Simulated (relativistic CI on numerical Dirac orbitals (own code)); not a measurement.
Sensitivity of the levels of Hg XLII to α and to the nuclear radius

Method of calculation: Dirac-Coulomb-Breit CI, KLI orbitals optimised for each configuration, derivatives by finite differences, unscaled Slater integrals, QED left out (own radial code, finite nucleus).

CI space (outside the closed core [Ar] 3d10): 4s2.4p6.4d3, 4s2.4p6.4d2.4f, 4s2.4p5.4d4, 4s2.4p6.4d.4f2, 4s.4p6.4d4, 4p6.4d5, 4s2.4p6.4d2.5s, 4s2.4p6.4d.4f.5s. Levels of other configurations are missing.

With x = (α/α₀)² − 1 an excitation energy changes as ω = ω₀ + qx; K = 2q/ω₀ is the relative enhancement. Terms are leading LS components, so labels can repeat. The field-shift factor is F = δν/δ⟨r²⟩ for the transition from the lowest level.

Lowest level 4s2.4p6.4d3 4F_3/2.

```
              Level  ω₀ (cm⁻¹)  q (cm⁻¹)  F (GHz/fm²)
 4s2.4p6.4d3 4F_5/2     194919    228100         8.62
 4s2.4p6.4d3 4P_3/2     216130    224000         8.11
 4s2.4p6.4d3 2G_7/2     233777    232300          8.8
 4s2.4p6.4d3 4P_1/2     235229    226400         7.79
 4s2.4p6.4d3 2H_9/2     236857    225900         9.18
 4s2.4p6.4d3 2D_5/2     315065    241700         8.72
 4s2.4p6.4d3 4F_7/2     423120    452200         17.1
 4s2.4p6.4d3 4F_9/2     441806    457000         17.8
 4s2.4p6.4d3 4P_3/2     454029    455900         16.2
 4s2.4p6.4d3 2P_1/2     465294    456700         16.5
 4s2.4p6.4d3 2D_5/2     471262    446700         15.3
4s2.4p6.4d3 2H_11/2     479386    454600         18.4
 4s2.4p6.4d3 2D_5/2     501855    462600         16.1
```

At this charge energies of transitions that change n are usually good to better than 1 %, and those within a shell (Δn = 0) to a few per cent.

(1) Which transition from the lowest level has the largest |K|?

## Answers

(1) 4s2.4p6.4d3 4F_5/2 at 194919 cm⁻¹, K = 2.34.
